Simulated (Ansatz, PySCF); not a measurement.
Cl3In, SMILES [Cl][In+]([Cl])[Cl] (connectivity only; charge and spin as stated), charge +1, multiplicity 2. Atoms are numbered in the order given.

```xyz
4

In     0.4150     0.0000     0.0000
Cl     2.6889     0.0000     0.0000
Cl    -1.5520     1.4206     0.0000
Cl    -1.5520    -1.4206     0.0000
```
Charge +1, spin multiplicity 2.

Geometry optimised at B3LYP-D3(BJ)/def2-SVP. The def2 effective core potentials stand for the cores of In; spin–orbit coupling is left out.

Two levels are set side by side: PBE-D3(BJ)/def2-SVP (Ansatz, an electronic-structure program) and B3LYP-D3(BJ)/def2-SVP (Ansatz). Each level has its own optimised geometry; the coordinates shown are those of the second. Frequencies come from the Hessian of PySCF at each geometry. Differences are taken from unrounded values.

```
quantity                            B3LYP-D3(BJ)  PBE-D3(BJ)  PBE-D3(BJ) minus B3LYP-D3(BJ)
----------------------------------  ------------  ----------  -----------------------------
mean bond length (Å)                       2.375       2.381                          0.006
bond In1–Cl2 (Å)                           2.274       2.279                          0.005
bond In1–Cl3 (Å)                           2.426       2.433                          0.007
bond In1–Cl4 (Å)                           2.426       2.433                          0.007
highest harmonic wavenumber (cm⁻¹)           436         428                             -8
mean harmonic wavenumber (cm⁻¹)              214         212                             -2
zero-point energy (kcal/mol)                1.84        1.82                          -0.02
```

Here PBE gives about what the other level gives.
